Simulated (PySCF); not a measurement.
Input for PySCF: R-M06-2X/def2-TZVPP on CH4OSn (SMILES [CH3][Sn][OH]), a point of a torsion scan. Elements past Kr take the def2 small-core potentials; no spin–orbit coupling.

```python
from pyscf import gto, dft

mol = gto.M(
    atom='''
    C    -1.05562059   -0.05268112    0.01642294
    Sn    0.63401288    1.47219496   -0.22002430
    O     2.17977524    0.24157030    0.24333061
    H    -0.78208921   -0.96352501   -0.52171508
    H    -2.02524585    0.27585862   -0.36146706
    H    -1.19554692   -0.33337406    1.06426708
    H     2.40572597   -0.27153738    1.01256830
    ''',
    basis='def2-tzvpp',
    ecp={'Sn': 'def2-tzvpp'},
    charge=0, spin=0, verbose=4, max_memory=1800)
mf = dft.RKS(mol, xc='m062x').density_fit(auxbasis='def2-universal-jkfit')
mf.grids.level = 4
mf.conv_tol = 1e-9
mf.max_cycle = 150
mf.kernel()
mf.dip_moment()
```

The log:

```
PySCF version 2.14.0

[INPUT] verbose = 4
[INPUT] num. atoms = 7
[INPUT] num. electrons = 40
[INPUT] charge = 0
[INPUT] spin (= nelec alpha-beta = 2S) = 0
[INPUT] symmetry False subgroup None
[INPUT] Mole.unit = angstrom
[INPUT] Symbol           X                Y                Z      unit          X                Y                Z       unit  Magmom
[INPUT]  1 C     -1.055620590000  -0.052681120000   0.016422940000 AA   -1.994833806552  -0.099552888735   0.031034858760 Bohr   0.0
[INPUT]  2 Sn     0.634012880000   1.472194960000  -0.220024300000 AA    1.198110702647   2.782045276365  -0.415785667749 Bohr   0.0
[INPUT]  3 O      2.179775240000   0.241570300000   0.243330610000 AA    4.119178216708   0.456501706829   0.459828210623 Bohr   0.0
[INPUT]  4 H     -0.782089210000  -0.963525010000  -0.521715080000 AA   -1.477934411877  -1.820798383069  -0.985898616256 Bohr   0.0
[INPUT]  5 H     -2.025245850000   0.275858620000  -0.361467060000 AA   -3.827159991412   0.521297240900  -0.683073746452 Bohr   0.0
[INPUT]  6 H     -1.195546920000  -0.333374060000   1.064267080000 AA   -2.259256247867  -0.629985670434   2.011173304591 Bohr   0.0
[INPUT]  7 H      2.405725970000  -0.271537380000   1.012568300000 AA    4.546163214054  -0.513131280782   1.913476769416 Bohr   0.0

nuclear repulsion = 119.403353147385
number of shells = 62
number of NR pGTOs = 247
number of NR cGTOs = 168
basis = def2-tzvpp
ecp = {'Sn': 'def2-tzvpp'}


******** <class 'pyscf.df.df_jk.DFRKS'> ********
method = DFRKS
initial guess = minao
damping factor = 0
level_shift factor = 0
DIIS = <class 'pyscf.scf.diis.CDIIS'>
diis_start_cycle = 1
diis_space = 8
diis_damp = 0
SCF conv_tol = 1e-09
SCF conv_tol_grad = None
SCF max_cycles = 150
direct_scf = False
XC library pyscf.dft.libxc version 7.1.2
    S. Lehtola, C. Steigemann, M. J. T. Oliveira, and M. A. L. Marques,  SoftwareX 7, 1–5 (2018)
XC functionals = m062x
    Y. Zhao and D. G. Truhlar,  Theor. Chem. Acc. 120, 215 (2008)
    Y. Zhao and D. G. Truhlar,  Theor. Chem. Acc. 120, 215 (2008)
radial grids:
    Treutler-Ahlrichs [JCP 102, 346 (1995); DOI:10.1063/1.469408] (M4) radial grids

becke partition: Becke, JCP 88, 2547 (1988); DOI:10.1063/1.454033
pruning grids: <function nwchem_prune>
grids dens level: 4
symmetrized grids: False
atomic radii adjust function: <function treutler_atomic_radii_adjust>
small_rho_cutoff = 0
Set gradient conv threshold to 3.16228e-05
Initial guess from minao.
tot grids = 151832
******** <class 'pyscf.df.df.DF'> ********
auxbasis = def2-universal-jkfit
init E= -292.901485282836
  HOMO = -0.66074888945473  LUMO = -0.565001203331764  gap/eV = 2.60543
cycle= 1 E= -329.042320069359  delta_E= -36.1  |g|= 2.26  |ddm|= 30.8
  HOMO = -0.084954590365669  LUMO = 0.0442453143590251  gap/eV = 3.51571
cycle= 2 E= -329.331323430835  delta_E= -0.289  |g|= 2.13  |ddm|= 6.99
  HOMO = -0.242200019521363  LUMO = -0.0411746473671961  gap/eV = 5.47018
cycle= 3 E= -329.965289787562  delta_E= -0.634  |g|= 0.267  |ddm|= 2.87
  HOMO = -0.269058618711597  LUMO = -0.0598070003828326  gap/eV = 5.69403
cycle= 4 E= -329.967845398186  delta_E= -0.00256  |g|= 0.246  |ddm|= 0.354
  HOMO = -0.271703791838753  LUMO = -0.0607717012865692  gap/eV = 5.73975
cycle= 5 E= -329.978452697792  delta_E= -0.0106  |g|= 0.0135  |ddm|= 0.153
  HOMO = -0.269967578764856  LUMO = -0.0595716681283882  gap/eV = 5.72516
cycle= 6 E= -329.978490468743  delta_E= -3.78e-05  |g|= 0.00574  |ddm|= 0.0216
  HOMO = -0.270570201256316  LUMO = -0.0595686698654525  gap/eV = 5.74164
cycle= 7 E= -329.978498841571  delta_E= -8.37e-06  |g|= 0.00199  |ddm|= 0.0103
  HOMO = -0.270500492846026  LUMO = -0.0596782550556334  gap/eV = 5.73677
cycle= 8 E= -329.978499944564  delta_E= -1.1e-06  |g|= 0.000464  |ddm|= 0.00306
  HOMO = -0.270530589521847  LUMO = -0.0596970582282523  gap/eV = 5.73707
cycle= 9 E= -329.978500013901  delta_E= -6.93e-08  |g|= 0.00011  |ddm|= 0.000982
  HOMO = -0.270516943192412  LUMO = -0.059688133895623  gap/eV = 5.73694
cycle= 10 E= -329.978500022084  delta_E= -8.18e-09  |g|= 5.36e-05  |ddm|= 0.000279
  HOMO = -0.270518257421145  LUMO = -0.0596882857472139  gap/eV = 5.73698
cycle= 11 E= -329.978500023512  delta_E= -1.43e-09  |g|= 1.57e-05  |ddm|= 0.000103
  HOMO = -0.270518665370918  LUMO = -0.0596890011860225  gap/eV = 5.73697
cycle= 12 E= -329.978500023693  delta_E= -1.81e-10  |g|= 7.76e-06  |ddm|= 4.1e-05
  HOMO = -0.270518538918232  LUMO = -0.0596891326169136  gap/eV = 5.73696
Extra cycle  E= -329.978500023719  delta_E= -2.6e-11  |g|= 4.78e-06  |ddm|= 1.41e-05
converged SCF energy = -329.978500023719
Dipole moment(X, Y, Z, Debye): -1.22705,  0.77706,  0.79593
```

The calculation finished and met its thresholds.

Cost: about 27 core-seconds (a rough figure).
